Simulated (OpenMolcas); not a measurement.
Levels of Te4+ by method

```
Program             : OpenMolcas
Basis               : ANO-R2 [7s6p4d2f1g]
Scalar Hamiltonian  : X2C, finite nucleus
Active space        : 2 electrons in 8 orbitals (5s 5p 6s 6p)
State averaging     : 2S+1 = 3 even, 3 roots; 2S+1 = 1 even, 7 roots; 2S+1 = 3 odd, 3 roots; 2S+1 = 1 odd, 3 roots
Spin-orbit coupling : state interaction with AMFI integrals over the reference wave functions, term energies averaged over their components
```

Methods on the same reference wave functions:
A. CASSCF
B. SS-CASPT2, IPEA 0.25 Eh, imaginary shift 0.1 Eh (closed shells correlated: 4d)
C. MS-CASPT2, IPEA 0.25 Eh, imaginary shift 0.1 Eh (closed shells correlated: 4d)

Energies in cm-1 above 5s2 1S0, the measured ground level; measured values from Moore, Atomic Energy Levels, vol. III, NSRDS-NBS 35 (1971 reprint of NBS Circular 467, 1958).

| Level | A | B | C | Measured |
| --- | --- | --- | --- | --- |
| 5s2 1S0 | 0.0 | 0.0 | 0.0 | 0.0 |
| 5s 5p 3P* 0 | 70997 | 74620 | 75160 |  |
| 5s 5p 3P* 1 | 73777 | 77220 | 77760 |  |
| 5s 5p 3P* 2 | 80469 | 84090 | 84630 |  |
| 5s 5p 1P* 1 | 119766 | 108730 | 109280 | 111707 |
| 5p2 3P0 | 174526 | 175450 | 175980 | 176248 |
| 5p2 3P1 | 179156 | 180530 | 181080 | 182419 |

Deviations, from unrounded energies. A percentage is the sum of absolute deviations over the sum of measured energies, with the sign that they share, or ± where signs differ.

```
           Against measurement  Levels     A     B     C
mean absolute deviation (cm-1)       3  4300  1900  1300
      other configurations (%)       3  ±2.8  -1.2  -0.9
```

C lies closest to measurement on these levels and A furthest from it. The largest miss of C in the table is 5s 5p 1P* 1, by -2400 cm-1. The ranking rests on the paired levels alone, and a cruder setting can come out closer through cancelling errors.

Between B and C the level of the table that moves most is 5s 5p 3P* 0, by 540 cm-1 (lowest in B, highest in C). Moves below CASPT2's spread within the term are not significant.

The lowest spin-free term lies below A's lowest term by 0.430 hartree in B, 0.432 hartree in C.

Over all roots computed the reference weight is 0.88 to 0.95 in B, 0.88 to 0.95 in C; the roots of lowest weight are the least certain, and an intruder state may touch them. Active for correlation alone: 6p 6s; no level in the range computed is led by a configuration that fills them, so any true level of that kind is missing. The ¹D term of p² mixes with s d, which this space lacks. Computed and measured levels are paired by configuration, term and J; levels that our copy of the source lacks, or whose pairing is in doubt (as where it misses far off the trend of its configuration), stay unpaired and out of the deviations. Levels of configurations outside the active space are missing. Levels that lie high or do not pair safely by name in every column are left out.

* marks odd parity.
